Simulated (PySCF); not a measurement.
## Excitation energy of Os by level of theory

Os [Xe] 4f14 5d6 6s2 (5D) → Os [Xe] 4f14 5d6 6s1 7s1 (7D), as a difference of total energies. Computed with PySCF 2.14 in aug-cc-pwCVDZ-PP with ECP60MDF, with a scalar-relativistic core potential. Correlated levels: valence: 5s2 5p6 frozen. The calculations carry no spin-orbit coupling.

```csv
method,excitation energy (eV)
UHF,4.148
MP2 (valence),5.467
SCS-MP2 (valence),5.753
CCSD (valence),5.463
CCSD(T) (valence),5.560
```

**Question.** How much does correlation contribute at CCSD(T) (valence)?

**Answer.** 5.560 − (4.148) = 1.412 eV, measured against UHF.

The promoted electron is Rydberg-like, and one or two diffuse shells describe it only roughly, which tends to raise the upper state.
